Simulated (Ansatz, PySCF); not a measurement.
CH₄Cl₂OSSi, SMILES Cl[Si](OC)(Cl)S. Atoms are numbered in the order given.

```xyz
10

C     -2.2859     0.0864     1.3207
O     -1.3209     0.8003     0.5654
Si     0.0783     0.1922    -0.0282
S      1.3535    -0.3130     1.6090
Cl     0.8731     1.6396    -1.2461
Cl    -0.2799    -1.4945    -1.1756
H     -3.0988     0.7806     1.5765
H     -1.8508    -0.3132     2.2527
H     -2.7019    -0.7526     0.7378
H      2.0979    -1.1807     0.8858
```

Coordinates come from a B3LYP-D3(BJ)/def2-SVP optimisation. This is a generated structure with no PubChem entry under its InChIKey; it may be hypothetical. Other conformers were not sampled.

Two levels are set side by side: PBE-D3(BJ)/def2-SVP (Ansatz, a first-principles code) and B3LYP-D3(BJ)/def2-SVP (Ansatz). Each level has its own optimised geometry; the coordinates shown are those of the second. Frequencies come from the Hessian of PySCF at each geometry. Differences are taken from unrounded values.

```tsv
quantity	B3LYP-D3(BJ)
mean bond length (Å)	1.553
bond C1–O2 (Å)	1.418
bond O2–Si3 (Å)	1.637
bond Si3–S4 (Å)	2.136
bond Si3–Cl5 (Å)	2.052
bond Si3–Cl6 (Å)	2.071
bond C1–H7 (Å)	1.099
bond C1–H8 (Å)	1.103
bond C1–H9 (Å)	1.103
bond S4–H10 (Å)	1.353
highest harmonic wavenumber (cm⁻¹)	3133
mean harmonic wavenumber (cm⁻¹)	1026
zero-point energy (kcal/mol)	35.20
```

What does PBE-D3(BJ) give, and how far is it from B3LYP-D3(BJ)? (Estimate from the structure and the level; the computed values follow.)


```csv
quantity,PBE-D3(BJ),PBE-D3(BJ) minus B3LYP-D3(BJ)
mean bond length (Å),1.561,0.008
bond C1–O2 (Å),1.424,0.005
bond O2–Si3 (Å),1.653,0.016
bond Si3–S4 (Å),2.143,0.007
bond Si3–Cl5 (Å),2.056,0.005
bond Si3–Cl6 (Å),2.077,0.006
bond C1–H7 (Å),1.107,0.008
bond C1–H8 (Å),1.112,0.009
bond C1–H9 (Å),1.112,0.009
bond S4–H10 (Å),1.362,0.009
highest harmonic wavenumber (cm⁻¹),3068,-65
mean harmonic wavenumber (cm⁻¹),997,-29
zero-point energy (kcal/mol),34.21,-0.99
```

GGA bonds tend to be longer and softer than those of functionals with exact exchange. Differences between two approximate levels are no errors against the true value.
